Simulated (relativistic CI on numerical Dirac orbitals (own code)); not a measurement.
Electric-dipole transitions in Cd XXXIX

Method of calculation: Dirac-Coulomb-Breit CI, orbitals from a KLI potential per configuration, model QED (radiative potential, 1s self-energy scaled to tabulated hydrogen-like ionisation energies), unscaled Slater integrals (own radial code, finite nucleus).

CI space (outside the closed core 1s2): 2s2 2p6, 2s2 2p5 3s, 2s2 2p5 3p, 2s2 2p5 3d, 2s 2p6 3s, 2s 2p6 3p, 2s 2p6 3d, 2s2 2p5 4s, 2s2 2p5 4p, 2s2 2p5 4d, 2s2 2p5 4f, 2s 2p6 4s, 2s 2p6 4p, 2s2 2p4 3s2, 2s 2p6 4d, 2s 2p6 4f, 2s2 2p5 5s, 2s2 2p4 3s 3p, 2s2 2p5 5p, 2s2 2p5 5d, 2s2 2p5 5f, 2s2 2p5 5g, 2s2 2p4 3p2, 2s2 2p4 3s 3d, 2s2 2p4 3p 3d, 2s 2p5 3s2, 2s2 2p4 3d2, 2s 2p5 3s 3p, 2s 2p6 5s, 2s 2p5 3p2, 2s 2p5 3s 3d, 2s 2p6 5p, 2s 2p6 5d, 2s 2p6 5f, 2s 2p6 5g, 2s 2p5 3p 3d. Levels of other configurations are missing.

| λ vac (nm) | Lower | Upper | A (s⁻¹) | gf | Branching (%) |
| --- | --- | --- | --- | --- | --- |
| 0.33739 | 2s2 2p6 1S_0 [1] | 2s2 2p5 3d 3D°_1 [27] | 2.98e+14 | 1.52e+00 | 100.0 |
| 0.35446 | 2s2 2p6 1S_0 [1] | 2s2 2p5 3d 1P°_1 [19] | 3.62e+14 | 2.04e+00 | 100.0 |
| 1.0374 | 2s2 2p5 3p 3D_2 [5] | 2s2 2p5 4d 3F°_3 [48] | 1.34e+13 | 1.52e+00 | 82.7 |
| 1.0780 | 2s2 2p5 3p 3D_3 [6] | 2s2 2p5 4d 3F°_4 [50] | 1.64e+13 | 2.58e+00 | 99.8 |
| 1.0815 | 2s2 2p5 3p 3P_2 [8] | 2s2 2p5 4d 3D°_3 [52] | 1.32e+13 | 1.61e+00 | 80.5 |
| 1.1534 | 2s2 2p5 3d 3P°_1 [13] | 2s2 2p5 4f 3D_2 [56] | 1.92e+13 | 1.91e+00 | 55.6 |
| 1.1562 | 2s2 2p5 3d 3F°_2 [24] | 2s2 2p5 4f 3G_3 [72] | 3.16e+13 | 4.43e+00 | 93.3 |
| 1.1583 | 2s2 2p5 3d 3F°_3 [14] | 2s2 2p5 4f 3G_4 [55] | 3.12e+13 | 5.64e+00 | 92.3 |
| 1.1600 | 2s2 2p5 3d 3D°_2 [15] | 2s2 2p5 4f 3F_3 [57] | 2.32e+13 | 3.28e+00 | 68.5 |
| 1.1612 | 2s 2p6 3d 3D_2 [35] | 2s 2p6 4f 3F°_3 [102] | 2.70e+13 | 3.82e+00 | 87.6 |
| 1.1651 | 2s2 2p5 3d 3F°_4 [16] | 2s2 2p5 4f 3G_5 [58] | 3.35e+13 | 7.51e+00 | 99.9 |
| 1.1666 | 2s2 2p5 3d 3P°_2 [25] | 2s2 2p5 4f 3D_3 [75] | 3.21e+13 | 4.59e+00 | 94.5 |
| 1.1677 | 2s2 2p5 3d 1D°_2 [17] | 2s2 2p5 4f 1F_3 [60] | 2.76e+13 | 3.95e+00 | 81.3 |
| 1.1687 | 2s 2p6 3d 3D_3 [36] | 2s 2p6 4f 3F°_4 [105] | 2.99e+13 | 5.51e+00 | 96.8 |
| 1.1693 | 2s2 2p5 3d 3F°_3 [26] | 2s2 2p5 4f 3G_4 [74] | 3.34e+13 | 6.17e+00 | 99.9 |
| 1.1732 | 2s2 2p5 3d 3D°_1 [27] | 2s2 2p5 4f 3F_2 [73] | 2.78e+13 | 2.86e+00 | 81.7 |
| 1.1735 | 2s2 2p5 3d 3D°_3 [18] | 2s2 2p5 4f 3F_4 [61] | 2.92e+13 | 5.43e+00 | 87.2 |
| 1.1812 | 2s 2p6 3d 1D_2 [37] | 2s 2p6 4f 1F°_3 [104] | 2.64e+13 | 3.86e+00 | 95.0 |
| 1.1957 | 2s2 2p5 3d 1P°_1 [19] | 2s2 2p5 4f 1D_2 [59] | 2.72e+13 | 2.91e+00 | 81.0 |
| 2.5146 | 2s2 2p5 4d 3F°_3 [48] | 2s2 2p5 5f 3G_4 [107] | 5.51e+12 | 4.70e+00 | 30.8 |
| 2.5291 | 2s2 2p5 4d 3F°_4 [50] | 2s2 2p5 5f 3G_5 [110] | 5.93e+12 | 6.26e+00 | 33.5 |
| 2.6352 | 2s2 2p5 4f 3G_4 [55] | 2s2 2p5 5g 3H°_5 [114] | 9.63e+12 | 1.10e+01 | 96.6 |
| 2.6366 | 2s2 2p5 4f 3G_3 [72] | 2s2 2p5 5g 3H°_4 [136] | 9.57e+12 | 8.98e+00 | 96.1 |
| 2.6393 | 2s2 2p5 4f 3F_2 [73] | 2s2 2p5 5g 3G°_3 [137] | 9.17e+12 | 6.70e+00 | 91.3 |
| 2.6414 | 2s2 2p5 4f 3F_3 [57] | 2s2 2p5 5g 3G°_4 [115] | 7.89e+12 | 7.43e+00 | 78.9 |
| 2.6418 | 2s2 2p5 4f 1F_3 [60] | 2s2 2p5 5g 3F°_4 [120] | 7.90e+12 | 7.44e+00 | 57.6 |
| 2.6426 | 2s2 2p5 4f 3G_5 [58] | 2s2 2p5 5g 3H°_6 [116] | 9.88e+12 | 1.34e+01 | 99.5 |
| 2.6457 | 2s2 2p5 4f 3D_3 [75] | 2s2 2p5 5g 3F°_4 [139] | 9.66e+12 | 9.13e+00 | 96.6 |
| 2.6458 | 2s2 2p5 4f 3G_4 [74] | 2s2 2p5 5g 3H°_5 [138] | 9.87e+12 | 1.14e+01 | 99.5 |
| 2.6505 | 2s2 2p5 4f 3F_4 [61] | 2s2 2p5 5g 3G°_5 [117] | 9.15e+12 | 1.06e+01 | 92.2 |

Terms are leading LS components. Brackets give the number of a level in order of energy, since labels repeat. The list gives strong lines, with weight on those to low levels, without lines whose two gauges differ by over a factor of 2.5, among the lowest 157 of 838 levels, so that lines to higher ones, which can be the strongest, are missing. Levels whose partners in the same complex of configurations lie outside the list can be far off, and so can their lines. Rates are taken at the computed energies, electric ones in the length gauge.

At this charge energies of transitions that change n are usually good to better than 1 %, and those within a shell (Δn = 0) to a few per cent.

Q: From the table, what is the radiative lifetime of 2s2 2p5 3d 3D°_1?

A: The listed rates from this level add up to about 2.98e+14 s⁻¹, 100 % of its decay; with all channels τ = 3.36e-15 s.

LS names give the leading component of a level, which can be under half, so a name can repeat, a term be missing and a line seem to break the LS rules.
